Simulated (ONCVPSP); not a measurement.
What one change does to a pseudopotential (Ce (Z = 58), ONCV)

ONCVPSP 4.0.1 input, shortened (lines: element, Z, core and valence counts, functional; n l f; lmax; l rc ep ncon nbas qcut; lloc lpopt rc5 dvloc0; l nproj debl; icmod fcfact rcfact), PBE, scalar-relativistic:

```
  Ce 58.00    9    5        4      upf
    1    0    2.00
    2    0    2.00
    2    1    6.00
    3    0    2.00
    3    1    6.00
    3    2   10.00
    4    0    2.00
    4    1    6.00
    4    2   10.00
    4    3    1.00
    5    0    2.00
    5    1    6.00
    5    2    1.00
    6    0    1.00
    3
    0    2.50    0.00    3    6    3.80
    1    2.75    0.00    4    7    5.60
    2    3.05    0.00    4    8    5.20
    3    1.35    0.00    4    8   12.60
    4    5    1.15    0.00
    0    2    3.00
    1    2    2.20
    2    3    0.90
    3    2    3.30
    0    0.00    0.00
```

Change: local potential polynomial inside 1.00 bohr (lpopt 5, dvloc0 0 Ha).

Cutoffs: the cutoffs (Ha) at which the residual kinetic energy of the hardest occupied pseudo-wave falls to 1 and 0.1 mHa per electron; they do not see the model core or the augmentation charge, which bear on the density cutoff. Errors are all-electron minus pseudo energies relative to the spin-unpolarised reference configuration.

Problem. What does the change do?

Solution. The potential gets neither clearly harder nor softer (67 Ha and 73 Ha → 67 Ha and 73 Ha); the bound ghosts move from s to p, s; the lowest positive-energy flag moves from p at 36.9 eV to d at 152.2 eV; of the 4 tests that both files solve, the error grows in 1 and shrinks in 0 by more than 15 % and 0.3 meV (median size 2.2 → 3.1 meV); the range in which the p phases agree narrows (upper end 1.3 → -0.6). In the separable form a ghost depends on how the local part lies against the semilocal potential of the channel, so the choice of the local part can create or remove one.

| quantity | base | changed |
| --- | --- | --- |
| cutoff, loose | 67 Ha | 67 Ha |
| cutoff, tight | 73 Ha | 73 Ha |
| bound ghosts | s | s, p |
| GHOST(+) flags under 300 eV | p at 36.9 eV | d at 152.2 eV |
| error for 4f1 5s2 5p6 5d1 6s2, meV [ΔE -6.07 eV] | +0.5 | +0.6 |
| error for 4f1 5s2 5p6 5d1 6s0, meV [ΔE 11.08 eV] | -2.9 | -2.9 |
| error for 4f1 5s2 5p6 5d0 6s0, meV [ΔE 30.26 eV] | +1.5 | +3.3 |
| error for 4f1 5s2 5p6 5d2 6s0, meV [ΔE 0.17 eV] | -11 | -9.6 |
| s: phases at 2.54 bohr within 0.05 rad from the reference energy up to (Ha; the scan ends near 5) | 2.9 | 2.5 |
| p: phases at 2.79 bohr within 0.05 rad from the reference energy up to (Ha; the scan ends near 5) | 1.3 | -0.6 |
| d: phases at 3.09 bohr within 0.05 rad from the reference energy up to (Ha; the scan ends near 5) | 4.0 | 4.0 |
| f: phases at 1.37 bohr within 0.05 rad from the reference energy up to (Ha; the scan ends near 5) | to the end of the scan | to the end of the scan |

 A true bound ghost makes a file unfit for plane-wave use even where its test errors are small: the radial tests pick states by their node count and pass the ghost by.
